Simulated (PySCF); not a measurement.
GeHCl3, optimised at B3LYP/6-31G*:

```xyz
5

Ge    -0.0159     0.0101    -0.0158
Cl     0.0054     0.8503    -2.0041
Cl    -0.0012    -2.1430    -0.1704
Cl     1.7647     0.6449     1.0266
H     -1.2652     0.4765     0.7411
```

Method: PySCF energies (xtb for GFN2) plus ideal-gas RRHO corrections (1 bar). 6-31G* has spherical d functions here. All species are closed-shell singlets. B3LYP is the form with VWN-RPA correlation. Ge: all electrons, no relativistic terms.

Task: List the harmonic frequencies (cm⁻¹, unscaled) at this level and at the other levels, each on its own geometry.

Result: 
- B3LYP/6-31G*: 139, 140, 174, 396, 432, 432, 695, 695, 2173
- GFN2-xTB: 124, 124, 149, 342, 366, 366, 602, 602, 1767
- HF/6-31G*: 155, 155, 192, 433, 466, 466, 777, 777, 2340
- PBE/def2-SVP: 135, 135, 169, 395, 435, 435, 680, 680, 2124
- PBE0/def2-TZVP: 142, 142, 179, 420, 452, 452, 704, 705, 2215
